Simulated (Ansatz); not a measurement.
Ansatz (a program for electronic structure) input (CCSD(T)/aug-cc-pVDZ):

Ansatz 0.2 input:
```yaml
crystal:
  periodic: [false, false, false]
  atoms:
    - {symbol: C, position_ang: [0.13072585, -1.86744777, -0.15382281]}
    - {symbol: C, position_ang: [-0.23029610, -0.40647442, 0.00975323]}
    - {symbol: O, position_ang: [0.87836515, 0.36450092, 0.45309886]}
    - {symbol: C, position_ang: [1.05938933, 0.37995897, 1.85241134]}
    - {symbol: O, position_ang: [-0.63277138, 0.07535864, -1.23118660]}
    - {symbol: C, position_ang: [-1.14228511, 1.39916348, -1.20399188]}
    - {symbol: H, position_ang: [0.48171823, -2.28379375, 0.79074114]}
    - {symbol: H, position_ang: [-0.73838360, -2.43664428, -0.48364389]}
    - {symbol: H, position_ang: [0.92162755, -1.95883663, -0.89807342]}
    - {symbol: H, position_ang: [-1.04618021, -0.27843846, 0.74445157]}
    - {symbol: H, position_ang: [1.33437225, -0.60556486, 2.24607116]}
    - {symbol: H, position_ang: [0.15368464, 0.72109877, 2.36998922]}
    - {symbol: H, position_ang: [1.87012847, 1.07584746, 2.06154233]}
    - {symbol: H, position_ang: [-1.98486193, 1.47872705, -0.50568346]}
    - {symbol: H, position_ang: [-1.49093559, 1.62141304, -2.21055754]}
    - {symbol: H, position_ang: [-0.37112357, 2.11611345, -0.91623425]}
basis:
  gaussian:
    orbitals: aug-cc-pVDZ
magnetization: {spin_polarized: false}
correlation: {method: ccsd_t, electrons: outside_noble_gas}
output: {forces: true}
```

End of the output:

```
cycle   2  -28.58847236 eV  change   -7.1e-1 eV  update   3.4e-2
cycle   3  -28.76451544 eV  change   -1.8e-1 eV  update   1.8e-2
cycle   4  -28.76036152 eV  change    4.2e-3 eV  update   3.9e-3
cycle   5  -28.75921139 eV  change    1.2e-3 eV  update   1.8e-3
cycle   6  -28.76008596 eV  change   -8.7e-4 eV  update   5.8e-4
cycle   7  -28.75989689 eV  change    1.9e-4 eV  update   2.3e-4
cycle   8  -28.75977502 eV  change    1.2e-4 eV  update   7.9e-5
cycle   9  -28.75977666 eV  change   -1.6e-6 eV  update   2.8e-5
cycle  10  -28.75978776 eV  change   -1.1e-5 eV  update   1.0e-5
perturbative correction -0.94023521 eV, -0.0345530068 hartree
the calculation of the forces begins
1.09 GiB of device memory are held for the factors and their scratch space
Total energy: -8384.51644497 eV, -308.1252961232 hartree
Atom 0 at     0.130726    -1.867448    -0.153823 Å, force    -0.013462     0.060738    -0.030425 eV/Å
Atom 1 at    -0.230296    -0.406474     0.009753 Å, force    -0.035290    -0.038426     0.287514 eV/Å
Atom 2 at     0.878365     0.364501     0.453099 Å, force     0.361844     0.351232    -0.582036 eV/Å
Atom 3 at     1.059389     0.379959     1.852411 Å, force    -0.104719    -0.113901     0.136734 eV/Å
Atom 4 at    -0.632771     0.075359    -1.231187 Å, force     0.072124    -0.408864    -0.631675 eV/Å
Atom 5 at    -1.142285     1.399163    -1.203992 Å, force    -0.000484     0.087593     0.149358 eV/Å
Atom 6 at     0.481718    -2.283794     0.790741 Å, force     0.153856    -0.167141     0.435857 eV/Å
Atom 7 at    -0.738384    -2.436644    -0.483644 Å, force    -0.400478    -0.238420    -0.140852 eV/Å
Atom 8 at     0.921628    -1.958837    -0.898073 Å, force     0.349835    -0.018062    -0.329749 eV/Å
Atom 9 at    -1.046180    -0.278438     0.744452 Å, force    -0.314470     0.054700     0.290047 eV/Å
Atom 10 at     1.334372    -0.605565     2.246071 Å, force     0.112070    -0.409538     0.161199 eV/Å
Atom 11 at     0.153685     0.721099     2.369989 Å, force    -0.376685     0.145995     0.200855 eV/Å
Atom 12 at     1.870128     1.075847     2.061542 Å, force     0.347845     0.300148     0.077035 eV/Å
Atom 13 at    -1.984862     1.478727    -0.505683 Å, force    -0.343521     0.012243     0.291871 eV/Å
Atom 14 at    -1.490936     1.621413    -2.210558 Å, force    -0.145921     0.079411    -0.434617 eV/Å
Atom 15 at    -0.371124     2.116113    -0.916234 Å, force     0.337456     0.302292     0.118885 eV/Å
Dipole moment:    -0.155080     0.032251     0.366482 e Å
```
